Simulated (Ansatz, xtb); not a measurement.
**AlH5N2S: where a starting geometry ends**

The starting geometry of this gas-phase singlet was built from a drawn formula by distance geometry and a force field; its bonds are those of `[NH2][AlH][S]N`.

```csv
atom,x (Å),y (Å),z (Å)
Al,-0.4119,0.4348,1.7437
N,-0.7273,-1.4806,1.7315
N,2.3813,1.0969,2.4959
S,0.8266,1.3741,3.3736
H,-1.7364,-1.5855,1.8917
H,-0.2852,-1.8179,2.6061
H,-1.0362,1.3413,0.5830
H,3.0489,1.8053,2.9053
H,2.6533,0.1724,2.6729
```

Problem. Where would you expect an optimisation with r2SCAN-D4/def2-SVP to take it?

Solution. A new bond forms, giving a structure given below by its coordinates. Contacts that close: Al1–N3 (2.97 → 2.01 Å).

The energy falls by 1.40 eV over 11 steps:

| step | E − E(last) (eV) |
| --- | --- |
| 1 | 1.402 |
| 2 | 1.008 |
| 3 | 0.772 |
| 4 | 0.574 |
| 5 | 0.323 |
| 7 | 0.034 |
| 8 | 0.013 |
| 9 | 0.001 |
| 10 | 0.000 |
| 11 | 0.000 |

Final geometry (Å):

```xyz
9

Al   -0.0727    0.5157    2.0023
N    -0.6145   -1.1804    2.0431
N     1.8631    0.8540    2.4176
S     0.8593    1.3570    3.8690
H    -1.1073   -1.6433    1.2859
H    -0.5847   -1.7907    2.8535
H    -0.5334    1.4725    0.8287
H     2.3855    1.6468    2.0380
H     2.5179    0.1093    2.6658
```

From the same start GFN2-xTB reaches the same bonding as this run.

The end wasn't checked by frequencies. Run with Ansatz 0.2.0, 16 s on 2 threads of Intel(R) Xeon(R) 6975P-C (Granite Rapids) (shared host).
